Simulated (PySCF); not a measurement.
**Electric field gradients and quadrupole coupling constants**

Compound: C₅H₈O₃Si.
Geometry (GFN2-xTB, Å), atoms numbered from 1 in this order:
```xyz
17
C5H8O3Si angstrom
C     -1.593    1.066   -1.154
O     -1.112   -0.183   -0.716
C     -0.360   -0.147    0.470
Si    -0.252   -1.985    1.025
C      1.016    0.483    0.248
C      1.407    1.454    1.031
O      1.720    2.296    1.760
C      1.798    0.005   -0.882
O      2.886    0.389   -1.229
H     -2.219    1.536   -0.386
H     -0.768    1.743   -1.403
H     -2.188    0.875   -2.045
H     -0.885    0.454    1.229
H     -1.624   -2.420    1.274
H      0.554   -2.009    2.246
H      0.363   -2.767   -0.041
H      1.251   -0.778   -1.438
```

Field gradients from the PBE0/pcSseg-1 density (PySCF, non-relativistic), principal values in atomic units, ordered |Vxx| ≤ |Vyy| ≤ |Vzz|:

```json
{"atom": "O2", "Vxx": "-0.0744", "Vyy": "-1.9352", "Vzz": "2.0096"}
{"atom": "O7", "Vxx": "0.2303", "Vyy": "0.6412", "Vzz": "-0.8715"}
{"atom": "O9", "Vxx": "0.5842", "Vyy": "1.3339", "Vzz": "-1.9181"}
```

Find the asymmetry η = (Vxx − Vyy)/Vzz and the couplings χ = eQV/h (234.96 MHz × Q in barn × V in au), with Q(17O) = −0.0256 b.

```
atom         environment  nucleus     η  χzz (MHz)  χxx (MHz)  χyy (MHz)
  O2        ether oxygen      17O  0.93     -12.09       0.45      11.64
  O7  oxygen bonded to C      17O  0.47       5.24      -1.39      -3.86
  O9     aldehyde oxygen      17O  0.39      11.54      -3.51      -8.02
```

At O2 η is above 0.9: Vyy and Vzz are nearly equal in size and opposite in sign, so a small change could swap them and flip the sign of χzz. The tensor is traceless: Vxx + Vyy + Vzz = 0.

What is Vzz at O7 in SI units (1 au = 9.71736 × 10²¹ V/m²)?

-0.8715 au = -8.469 × 10²¹ V/m².

And the gradient at the other heavy atoms, for which no coupling is worked out here?

```csv
atom,environment,Vzz (au),η
C1,methoxy carbon,0.398,0.09
C3,sp3 carbon bound to oxygen,0.341,0.86
Si4,SiH3 silicon,0.247,0.12
C5,outer carbon of cumulated double bonds,0.179,0.81
C6,central carbon of a ketene,-0.559,0.82
C8,aldehyde carbon,0.480,0.31
```

What couplings would deuterons (Q(2H) = 0.00286 b) have in place of the hydrogens, at this geometry?

```csv
atom,bonded to,bond length (Å),Vzz (au),η,χzz (kHz)
H10,C1,1.097,0.2899,0.09,195
H11,C1,1.096,0.2896,0.08,195
H12,C1,1.088,0.3060,0.07,206
H13,C3,1.101,0.2809,0.08,189
H14,Si4,1.460,0.1644,0.02,110
H15,Si4,1.464,0.1613,0.02,108
H16,Si4,1.458,0.1661,0.03,112
H17,C8,1.105,0.2692,0.05,181
```

The structure is a single GFN2-xTB conformer in the gas phase; no vibrational or solvent corrections. GFN2-xTB bond lengths can be off by several hundredths of an ångström, more for odd bonds, and the gradients follow them. With a basis this small, the couplings can be 20 % off.
